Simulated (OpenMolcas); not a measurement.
## V3+: moving the ligands

V3+ with 6 ligands (oxide) in trigonal antiprismatic coordination (D3d) at 2.02 Å, a polar angle of 56.9° against the regular 54.74°. A charge of +1.5 e stands 2.4 Å behind each ligand. Ligand basis ANO-RCC-VDZP.
```
V     0.0000    0.0000    0.0000
O     0.0000    1.6927    1.1024
O    -1.4659   -0.8463    1.1024
O     1.4659   -0.8463    1.1024
O     0.0000   -1.6927   -1.1024
O     1.4659    0.8463   -1.1024
O    -1.4659    0.8463   -1.1024
```

```json
{
  "Program": "OpenMolcas 26.06",
  "Method": "SS-CASPT2, IPEA 0.25 Eh, imaginary shift 0.1 Eh (closed shells correlated: 3s 3p and the ligand valence shells)",
  "Basis": "ANO-RCC-VTZP [6s5p3d2f1g]",
  "Scalar Hamiltonian": "DKH2, point nucleus",
  "Active space": "2 electrons in 5 orbitals (3d)",
  "State averaging": "2S+1 = 3 even, 10 roots; 2S+1 = 1 even, 15 roots",
  "Spin-orbit coupling": "state interaction with AMFI integrals over the reference wave functions"
}
```

Runs around this geometry, states (labels of D3, the rotations of D3d). Energies in cm-1 above the lowest state or level, χT in cm3 K/mol.

| R (Å) | Polar angle / regular | Ground state | First state of that spin | First gap with spin-orbit (degeneracies) | χT at 300 K | First state of another spin |
| --- | --- | --- | --- | --- | --- | --- |
| 2.02 | 1.04 | 3E | 3A2 100 | 27 (2, 2) | 0.889 | 1A1 8150 |
| 2.12 | 1.04 | 3E | 3A2 87 | 22 (2, 2) | 0.888 | 1E 10080 |
| 2.02 | 1.092 | 3E | 3A2 450 | 70 (2, 2) | 0.904 | 1A1 3630 |

Roots that are degenerate in the reference are averaged as groups; the widest CASPT2 spread within a group is 180 cm-1 (the 2-fold group of multiplicity 3 near 7740 cm-1 above the lowest state of its run, R = 2.02, ratio = 1.092). Shifts and gaps below about the spread of the groups concerned are not significant. Over all roots computed the reference weight is 0.60 to 0.62 in R = 2.02 in ratio = 1.04, 0.61 to 0.62 in R = 2.12 in ratio = 1.04, 0.59 to 0.62 in R = 2.02 in ratio = 1.092; a low but even weight reflects the number of correlated electrons. An orbital doublet at a regular site is open to a Jahn-Teller distortion, which this geometry leaves out. The oxide ions are held by bare point charges, a crude embedding. Ligand-to-metal charge-transfer states are missing. With no ligand orbital active B as a rule stays too high, so bands that hang on it stand too high and its fall with covalency is understated. With one d shell and no ligand orbital active, 10Dq can be off by a tenth or more. Free-ion shares, where given, are those of the reference states; single-state CASPT2 does not remix them (holds for R = 2.12, ratio = 1.04). No measured value stands beside these numbers; the geometry was imposed, not optimised, and the real ion may take another.
